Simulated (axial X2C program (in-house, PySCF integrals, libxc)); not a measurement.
# Spin–orbit effects down a group: molecules with Be, MP2

All values come from calculations with an in-house relativistic program for diatomic molecules, spin-free (one-electron X2C) or two-component (2c: spin–orbit coupling with atomic mean-field Coulomb and Gaunt terms, which also bring small scalar terms), in Dyall basis sets with cores contracted in-house; open shells are unrestricted.

Basis sets: Be dyall-cv3z, Br dyall-cv3z, Cl dyall-av3z, F dyall-av3z, I dyall-cv3z. Frozen shells (counts by l): BeF F 1s, Be 1s, 9 electrons correlated; BeCl Cl 2s1p, Be 1s, 9 electrons correlated; BeBr Br 3s2p1d, Be 1s, 9 electrons correlated; BeI I 4s3p2d, Be 1s, 9 electrons correlated. Where the outer core of a metal is frozen, bonds come out longer and ionisation energies lower.

```tsv
molecule	spin-free state	Re (Å)	ωe (cm⁻¹)	De (eV)	2c state	Re 2c (Å)	ωe 2c (cm⁻¹)	De 2c (eV)
BeF	M_S = 1/2, Λ = 0	1.375	1231.9	6.40	Ω = 1/2	1.376	1231.9	6.39
BeCl	M_S = 1/2, Λ = 0	1.810	841.4	4.31	Ω = 1/2	1.810	841.3	4.27
BeBr	M_S = 1/2, Λ = 0	1.960	723.5	3.60	Ω = 1/2	1.960	722.7	3.45
BeI	M_S = 1/2, Λ = 0	2.183	625.3	2.81	Ω = 1/2	2.186	622.0	2.53
```

Q: Work out the shifts from the spin-free to the two-component result.

A: 

```csv
molecule,2c state,ΔRe (Å),Δωe (cm⁻¹),ΔDe (eV)
BeF,Ω = 1/2,0.001,0.0,-0.01
BeCl,Ω = 1/2,0.000,-0.1,-0.04
BeBr,Ω = 1/2,0.000,-0.8,-0.15
BeI,Ω = 1/2,0.003,-3.3,-0.28
```

Shifts of one unit in the last digit are rounding.

Each entry is the lowest single determinant of a limited PBE0 search at one distance. De goes to single-determinant-based atoms at the same level (for ions the charge split of lowest energy) and is withheld (n/a) where an atom does not fit its ground term or J level. Main or longest-lived isotopes.
